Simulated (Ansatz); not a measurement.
Input file for Ansatz (an electronic-structure program): R-CCSD(T)/aug-cc-pV(D+d)Z on H2 (SMILES [H][H]) with ghost functions, monomers drawn apart or pushed together. Files ending in .json are basis or fitting sets from the Basis Set Exchange.

Ansatz 0.2 input:
```yaml
crystal:
  periodic: [false, false, false]
  atoms:
    - {symbol: H, position_ang: [0.01070662, 0.02895749, 4.52033959]}
    - {symbol: H, position_ang: [-0.19889222, 0.23043111, 5.20662951]}
basis:
  gaussian:
    orbitals: aug-cc-pV_D+d_Z.json
    ghost_atoms:
      - {symbol: S, position_ang: [0.49914149, -0.66804580, 0.15842331]}
      - {symbol: H, position_ang: [-0.80797423, -0.94139000, 0.29760072]}
      - {symbol: H, position_ang: [0.28396807, 0.65722103, 0.16768560]}
magnetization: {spin_polarized: false}
correlation: {method: ccsd_t, electrons: outside_noble_gas}
scf: {lower_state_search: off}
```

The log:

```
WARN ansatz: RAYON_NUM_THREADS=2 ignored (pool sized by the plan → 2); use --threads N
Functional definition: HF
these checks for a lower state are left out or cut short: stability, starts, cluster_reference, orbital_swaps, neighbouring_geometries, increment
integrals: 0.03 GiB planned
519 factors; integrals over basis functions are off by at most 1.8e-3 eV
mean field: 0.06 GiB planned
mean field evaluation 1: about -30.6239 eV, gradient 3.8e0 eV
mean field evaluation 2: about -30.6229 eV, gradient 3.7e0 eV
mean field evaluation 4: about -30.7171 eV, gradient 5.8e-2 eV
mean field evaluation 8: about -30.7171 eV, gradient 8.9e-8 eV
mean field -30.71705940 eV, -1.1288311123 hartree, gradient 1.5e-7 eV, S^2 0.000000; 0 other end points of the search recorded, 0 dependent functions left out
reference -30.71705940 eV, -1.1288311123 hartree; 1, 1 occupied and 67, 67 virtual orbitals, 519 factors
second order -0.74456885 eV of doubles, -0.00000000 eV of singles
coupled cluster: 0.14 GiB planned
cycle   1  -0.91007723 eV  change   -1.7e-1 eV  update   2.6e-2
cycle   2  -0.97663776 eV  change   -6.7e-2 eV  update   9.1e-3
cycle   3  -0.97773295 eV  change   -1.1e-3 eV  update   1.2e-3
cycle   4  -0.97778959 eV  change   -5.7e-5 eV  update   1.6e-4
cycle   5  -0.97775790 eV  change    3.2e-5 eV  update   2.4e-5
cycle   6  -0.97775521 eV  change    2.7e-6 eV  update   7.1e-6
cycle   7  -0.97775702 eV  change   -1.8e-6 eV  update   1.7e-6
perturbative correction -0.00000000 eV, -0.0000000000 hartree
Total energy: -31.69481642 eV, -1.1647630199 hartree
Checks for a lower state left out: stability, starts, cluster_reference, orbital_swaps, neighbouring_geometries, increment
```

The run converged.

Cost: roughly 0.9 core-seconds.
